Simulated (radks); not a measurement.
Task: K IV, configuration [Ne] 3s2 3p4. Calculated with a radial shooting solver on a logarithmic mesh with Libxc functionals: Dirac Kohn-Sham, relativistic LDA (MacDonald-Vosko exchange, VWN5 correlation), spin-unpolarised, spherical densities, finite nucleus; open shells fill j = l - 1/2 first; Fermi nuclear charge, rms radius 3.4349 fm.

Spin-orbit splittings of the eigenvalues, e(l+1/2) - e(l-1/2), with zeta = 2 splitting/(2l+1) and mean radii in bohr:

shell  occ.  splitting (eV)  zeta (eV)  <r> j=l-1/2  <r> j=l+1/2
2p        6               ?          ?       0.3489       0.3514
3p        4          0.3335     0.2224        1.289        1.295

Estimate the 2p splitting.

Result: 2.889 eV (zeta = 1.926 eV).
